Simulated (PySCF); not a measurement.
Cd(Me) (CH3Cd), SMILES [CH3][Cd] (connectivity only; charge and spin as stated), neutral, multiplicity 2. Geometry: B3LYP-D3(BJ)/def2-TZVP. The multiplicity is an assumed one; other spin states were not compared. The isomer is the one that the SMILES or the coordinates give; other isomers of the formula were not compared. The def2 effective core potentials stand for the cores of Cd; spin–orbit coupling is left out.

Method: B3LYP-D3(BJ)/def2-TZVP run with PySCF.

Harmonic wavenumbers (cm⁻¹): 277, 574, 574, 995, 1434, 1434, 3058, 3180, 3180. Rotational constants (GHz): 152.9, 6.535, 6.535; symmetry number 3.

Work out the zero-point energy and the ideal-gas rigid-rotor harmonic-oscillator thermochemistry at 298.15 K and 1 atm.

ZPE = ½ Σ hcν = ½ × 14706 cm⁻¹ = 21.02 kcal/mol. H − E(el) = 23.93 kcal/mol. Entropy in cal/(mol K): translation 40.44, rotation 19.24, vibration 2.67, spin 1.38, total 63.73. G − E(el) = 4.93 kcal/mol. Cp = 12.41 cal/(mol K).
